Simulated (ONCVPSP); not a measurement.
# F: one change to an ONCV potential, before and after

* Element: fluorine
* Generator: ONCVPSP 4.0.1
* Type: optimised norm-conserving Vanderbilt (ONCV)
* Functional: PBE
* Relativity: scalar-relativistic
* Frozen core: [He]
* Valence charge: 7
* Reference configuration: 2s2 2p5
* Partial waves: 2s: rc 0.75 bohr, ncon 4, nbas 7, qcut 9.6 1/bohr, 3 projectors, debl 2.3 Ha; 2p: rc 1.65 bohr, ncon 4, nbas 8, qcut 8.5 1/bohr, 1 projector
* Local potential: polynomial inside 0.50 bohr (lpopt 2, dvloc0 0 Ha)
* Core correction: polynomial model core, fcfact 0.25

All-electron outer shells of the reference configuration (PBE, scalar-relativistic, ld1.x):

| shell | level (eV) | outermost node (bohr) | outermost maximum (bohr) |
| --- | --- | --- | --- |
| 1s | -663.37 | – | 0.11 |
| 2s | -29.90 | 0.24 | 0.76 |
| 2p | -11.11 | – | 0.71 |

Change: s: qcut 10.1.

Cutoffs: the cutoffs (Ha) at which the residual kinetic energy of the hardest occupied pseudo-wave falls to 1 and 0.1 mHa per electron; they do not see the model core or the augmentation charge, which bear on the density cutoff. Errors are all-electron minus pseudo energies relative to the spin-unpolarised reference configuration.

How do hardness, ghosts and transferability respond?

The potential gets softer (74 Ha and 191 Ha → 53 Ha and 180 Ha); both files keep a bound ghost (s); the errors of the 4 common tests hardly move.

```csv
quantity,base,changed
"cutoff, loose",74 Ha,53 Ha
"cutoff, tight",191 Ha,180 Ha
loose cutoff by channel,"s 74 Ha, p 26 Ha","s 53 Ha, p 26 Ha"
bound ghosts,s,s
GHOST(+) flags under 300 eV,none,none
"error for 2s2 2p4, meV [ΔE 19.39 eV]",+44,+44
"error for 2s2 2p3, meV [ΔE 57.77 eV]",+408,+408
"error for 2s2 2p2, meV [ΔE 118.41 eV]",+1665,+1665
"error for 2s2 2p1, meV [ΔE 204.21 eV]",+4653,+4653
s: phases at 0.76 bohr within 0.05 rad from the reference energy up to (Ha; the scan ends near 5),to the end of the scan,to the end of the scan
p: phases at 1.68 bohr within 0.05 rad from the reference energy up to (Ha; the scan ends near 5),0.9,0.9
"rms error of d²Exc/dni dnj with the model core, mHa",1.63,1.60
```

 A true bound ghost makes a file unfit for plane-wave use even where its test errors are small: the radial tests pick states by their node count and pass the ghost by.
